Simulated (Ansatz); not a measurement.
Harmonic frequencies (cm⁻¹) at PBE0-D4/def2-TZVP from Ansatz: 141, 282, 524, 684, 710, 915, 1173, 2131, 3146.

Task: Which molecule is it?
A. `[BH2][SnH]([OH])[F]`
B. `[SiH3]C(Cl)I`
C. `C1=CN1`
D. `[Se]=C[TeH]`

Result: D.
